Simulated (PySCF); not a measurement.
Computed IR spectrum (relative IR intensity) of a molecule C₃H₇FSi. The structure is a stationary point at B3LYP-D3(BJ)/def2-SVP. One conformer was computed; it need not be the lowest. The numbers are results of B3LYP-D3(BJ)/def2-SVP (PySCF 2.14.0), not measurements. Frequencies are harmonic and unscaled.

Lines under 2 % of the strongest are left out, and lines within 2 cm⁻¹ are merged.

ν (cm⁻¹): 272 (vw), 510 (w), 596 (m), 739 (m), 757 (vw), 844 (w), 859 (w), 929 (vs), 933 (w), 943 (s), 971 (s), 1024 (w), 1043 (w), 1176 (m), 1202 (w), 1414 (vw), 1440 (vw), 1709 (w), 2241 (s), 2250 (s), 3039 (vw), 3131 (w), 3140 (vw), 3231 (w) (against the strongest line: vs over 80 %, s over 45 %, m over 15 %, w over 4 %, vw less)

Task: Which molecule gave these data?
A. C=C[Si@@H](C)F
B. C[SiH2]/C=C\F
C. C/C=C/[SiH2]F
D. C=CC[SiH2]F

Result: D, C=CC[SiH2]F
